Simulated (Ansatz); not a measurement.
Isolated molecules relaxed with PBE0-D4/def2-TZVP in Ansatz; ΔE leaves out vibrations. CCSD(T)/CBS adds triple-zeta CCSD(T) − MP2 to the extrapolated MP2 energy (def2 sets, frozen cores). Functionals use def2-TZVPP. B3LYP here is the variant with VWN-RPA as its local correlation; programs differ in this. def2 core potentials past Kr. For I outer-core shells are correlated without core-valence functions, which leaves a few kJ/mol of doubt a bond.

Reaction (isomerisation): `IC1C[SiH2]O1` → `[SiH3][C@H]1O[C@@H]1I`

| level | ΔE (kJ/mol) | difference from CCSD(T)/CBS |
| --- | --- | --- |
| r2SCAN-D4 | 186.2 | -8.0 |
| B3LYP-D4 | 186.5 | -7.7 |
| ωB97X-V | 184.8 | -9.4 |
| ωB97M-V | 191.3 | -2.9 |
| PBE | 172.7 | -21.5 |
| r2SCAN | 185.8 | -8.4 |
| HF/def2-TZVPP | 194.5 | 0.3 |
| MP2/def2-TZVPP | 195.7 | 1.5 |
| CCSD/def2-TZVPP | 191.2 | -3.0 |
| HF/CBS(def2) | 195.2 | 1.0 |
| CCSD(T)/CBS | 194.2 | 0 |

Largest T1 diagnostic among the species: 0.012.

The D4 term adds +4.8 kJ/mol with B3LYP and +2.3 kJ/mol with PBE0; it sums over pairs of atoms, weighted by their polarisabilities, and B3LYP, whose exchange is more repulsive, gets the larger term. From PBE to PBE0 (25 % exact exchange), in def2-TZVPP and without D4, ΔE moves by +11.5 kJ/mol.
